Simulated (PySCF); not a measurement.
Isomers of CH4ClFSi, one GFN2-xTB conformer each. Single-point energies are computed at PBE0/pcSseg-1 (PySCF, gas phase, no added dispersion term), electronic only.

```csv
SMILES,GFN2-xTB relative energy (kJ/mol)
F[SiH2]CCl,123.6
C[Si@@H](F)Cl,0.0
```

Conformers: `[F:1][SiH2:2][CH2:3][Cl:4]` with F1–Si2–C3–Cl4 180°.

Question: What does PBE0/pcSseg-1 give for the same structures?

Answer: 
```json
{"SMILES": "C[Si@@H](F)Cl", "PBE0/pcSseg-1 E (Eh)": "-889.70964", "PBE0/pcSseg-1 (kJ/mol)": "0.0", "GFN2-xTB (kJ/mol)": "0.0", "point group": "C1"}
{"SMILES": "F[SiH2]CCl", "PBE0/pcSseg-1 E (Eh)": "-889.63921", "PBE0/pcSseg-1 (kJ/mol)": "184.9", "GFN2-xTB (kJ/mol)": "123.6", "point group": "Cs"}
```

Both levels put the same isomer lowest. 

Question: Which frontier levels, dipoles and rotational constants go with these structures?

Answer: 
```tsv
SMILES	HOMO (eV, PBE0/pcSseg-1)	LUMO (eV)	dipole (D)	A, B, C (MHz)
C[Si@@H](F)Cl	-9.12	0.70	2.22	6107, 3369, 2438
F[SiH2]CCl	-8.41	-0.16	0.24	17450, 1799, 1681
```
